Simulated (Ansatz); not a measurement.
A structure relaxed at r2SCAN-D4/def2-SVP in Ansatz, charge 0, singlet:

```xyz
6

Sn   -0.707    0.632    1.244
Sn    0.707   -0.632   -1.244
O     1.088   -0.657    0.952
O    -1.088    0.657   -0.952
O    -0.188   -1.446    0.628
O     0.188    1.446   -0.628
```

(1) Give its formula and point group.

(2) Summarise the bond lengths by kind (pairs closer than 1.2 times the sum of covalent radii, bridged metal pairs left out).

Answers

(1) the cluster Sn2O4. Point group D2h (tolerance 0.1 Å).

(2) 8 × O–Sn 2.23 Å; 2 × O–O 1.54 Å.

In the def2 sets Sn takes a core potential; there is no spin–orbit coupling. The structure holds 2 bonds between oxygen atoms, so isomers without such links may lie far lower. The restricted singlet is unstable towards broken spin symmetry in Hartree–Fock (as tested in another run); at r2SCAN-D4/def2-SVP this wasn't settled. Another isomer (singlet) lies 0.41 eV lower at PBE0-D4/def2-TZVP; other spin states weren't run for this one.
